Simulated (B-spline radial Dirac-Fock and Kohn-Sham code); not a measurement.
**Tl⁺ 6s: cross section and angular parameters**

System: thallium as Tl⁺ in the configuration 1s2 2s2 2p6 3s2 3p6 3d10 4s2 4p6 4d10 4f14 5s2 5p6 5d10 6s2; threshold 19.52 eV (orbital energy of the model). Level of theory: Dirac-Hartree-Slater photoionisation with a Latter tail; cross sections with all multipoles, angular parameters from the dipole term and its interference with E2; a radial finite-basis atomic code.

Input file task.json (cfg lists n, l and occupation; rrms is the nuclear radius in fm):

```json
{"items": [{
  "Z": 81,
  "q": 1,
  "cfg": [[1, 0, 2], [2, 0, 2], [2, 1, 6], [3, 0, 2], [3, 1, 6], [3, 2, 10], [4, 0, 2], [4, 1, 6], [4, 2, 10], [4, 3, 14], [5, 0, 2], [5, 1, 6], [5, 2, 10], [6, 0, 2]],
  "A": 205,
  "rrms": 5.4759,
  "do": "xps",
  "hv": [63.8, 64.7, 75.3, 87.8, 88.5, 150, 173.0, 200, 236.0, 265.0, 285.0, 410.0, 516.0, 800, 836.0, 848.0, 1310.0, 1530.0, 1690.0, 1750.0, 2000, 3000.0, 3570.0, 4940.0, 5460.0, 8047.8, 9251.7, 12000, 12600.0, 15000]
}]}
```

Command: `python xray2_run.py task.json out`

For linearly polarised light dσ/dΩ = σ/(4π) [1 + β P₂(cos θ) + (δ + γ cos²θ) sin θ cos φ], with θ from the polarisation vector and φ the angle between the beam and the projection of the electron momentum on the plane normal to the polarisation.

| hν (eV) | σ (kb) | β | γ |
| --- | --- | --- | --- |
| 63.8 | 31.1 | 0.092 | -0.151 |
| 64.7 | 31.0 | 0.133 | -0.148 |
| 75.3 | 30.7 | 0.552 | -0.121 |
| 87.8 | 30.4 | 0.898 | -0.074 |
| 88.5 | 30.3 | 0.913 | -0.069 |
| 150 | 18.9 | 1.395 | 0.126 |
| 173 | 16.0 | 1.458 | 0.168 |
| 200 | 13.7 | 1.519 | 0.207 |
| 236 | 11.5 | 1.580 | 0.254 |
| 265 | 9.99 | 1.616 | 0.286 |
| 285 | 9.14 | 1.637 | 0.305 |
| 410 | 5.74 | 1.717 | 0.392 |
| 516 | ? | ? | ? |
| 800 | 2.24 | 1.808 | 0.481 |
| 836 | 2.10 | 1.813 | 0.483 |
| 848 | 2.06 | 1.814 | 0.483 |
| 1310 | 1.06 | 1.850 | 0.464 |
| 1530 | 0.833 | 1.860 | 0.441 |
| 1690 | 0.710 | 1.867 | 0.421 |
| 1750 | 0.671 | 1.869 | 0.413 |
| 2000 | 0.540 | 1.876 | 0.377 |
| 3000 | 0.274 | 1.894 | 0.233 |
| 3570 | 0.204 | 1.901 | 0.158 |
| 4940 | 0.115 | 1.911 | 0.012 |
| 5460 | 0.0959 | 1.914 | -0.030 |
| 8047.8 | 0.0467 | 1.922 | -0.155 |
| 9251.7 | 0.0358 | 1.925 | -0.175 |
| 12000 | 0.0216 | 1.928 | -0.154 |
| 12600 | 0.0196 | 1.929 | -0.141 |
| 15000 | 0.0138 | 1.930 | -0.065 |

Q: Give the values at 516 eV.

A: σ = 4.20 kb, β = 1.754, γ = 0.435. For an s subshell δ is negligible.

Values without a named source are computed, but for edge energies of neutral atoms, which are taken from tables.
